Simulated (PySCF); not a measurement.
Excitation energy of Sn⁺ by level of theory

Sn⁺ [Kr] 4d10 5s2 5p1 (2P) → Sn⁺ [Kr] 4d10 5s2 6s1 (2S), as a difference of total energies. Calculation: PySCF 2.14, in aug-cc-pwCVTZ-DK3 (10s9p7d4f1g, 109 functions); the spin-free X2C one-electron Hamiltonian (Gaussian nucleus). Correlated levels: valence: [Kr] 4d10 frozen. The calculations carry no spin-orbit coupling.

| method | excitation energy (eV) | error (eV) |
| --- | --- | --- |
| UHF | 6.561 | -0.141 |
| MP2 (valence) | 6.558 | -0.144 |
| SCS-MP2 (valence) | 6.577 | -0.125 |
| CCSD (valence) | 6.591 | -0.111 |
| CCSD(T) (valence) | 6.586 | -0.116 |

Reference: 6.702 eV (measured; NIST levels, between the centres of gravity of the two terms).

Errors of the correlated levels include the incompleteness of this basis and the frozen core.
